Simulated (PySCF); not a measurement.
# A small calculation by hand: oscillator strength and radiative lifetime

Mg(iPr)(OH) (C₃H₈MgO), SMILES C[CH](C)[Mg][OH].

Coordinates come from a PBE-D3(BJ)/def2-SVP optimisation. The structure was generated by enumeration; whether it is a known compound was not checked. The values are those of a single conformer.

TDA-M06-2X/def2-SVPD in PySCF puts the first singlet state with f over 0.02 at 4.72 eV (vertical), with the transition dipole (-0.169, -0.821, -0.896) in atomic units.

Question: Find the oscillator strength, the wavelength and the radiative lifetime that this transition would have in vacuum if emission retraced absorption.

Answer: 
|μ|² = 1.5054 au, so |μ| = 3.12 D. ΔE = 4.72/27.211 = 0.1735 hartree. f = (2/3) ΔE |μ|² = 0.174 (the program prints 0.174).
λ = 1239.84/4.72 = 263 nm; ν = 38069 cm⁻¹.
Einstein's coefficient A = 0.6670 ν² f s⁻¹ (ν in cm⁻¹) = 1.7e8 s⁻¹, so τ = 1/A = 5.9 ns. This state is S1. The figure is the radiative limit of this one transition; relaxation, internal conversion, crossing to triplets and a medium change what is measured.
